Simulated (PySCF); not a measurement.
Computed shifts of a molecule C4H7BO2, PySCF with PBE/pcSseg-1, GIAO, gas phase, equivalent atoms averaged, in ppm (number of nuclei): ¹³C: 219.8 (1), 121.1 (1), 93.2 (1), 1.1 (1). ¹H: 8.04 (1), 5.93 (2), 4.30 (1), 0.58 (3). References: ¹³C against TMS (σ = 182.0 ppm); ¹⁷O against H2O (σ = 334.3 ppm); ¹¹B against BF3 (σ = 83.9 ppm); ¹H against TMS (σ = 31.49 ppm), references at their B3LYP-D3(BJ)/def2-TZVP geometries, non-relativistic. Geometry optimised at B3LYP-D3(BJ)/def2-SVP. The values are those of a single conformer.

**Question.** Which structure fits?
(A) CB1OC[C@H]1C=O
(B) O=CB1CC[C@H]1O
(C) C=C=COB(C)O
(D) CCC1=COB1O

**Answer.** C, C=C=COB(C)O
